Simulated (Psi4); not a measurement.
A dimer, HF ··· BF3 (SMILES F and FB(F)F), singlet; the first 2 atoms form monomer A.

```
6

F      0.4622     0.0000     0.0000
H     -0.4622     0.0000     0.0000
F      1.8561    -1.9854    -1.3777
B      1.1647    -1.0615    -2.0097
F      1.7673     0.0171    -2.4607
F     -0.1289    -1.2168    -2.1926
```

Task: What interaction energy does SAPT0/jun-cc-pVDZ, frozen core (Psi4) give, and which attractive term is the largest?

Result: Total -2.77 kcal/mol: electrostatics -8.26, exchange 8.73, induction -1.76, dispersion -1.47. The most attractive term is electrostatics.
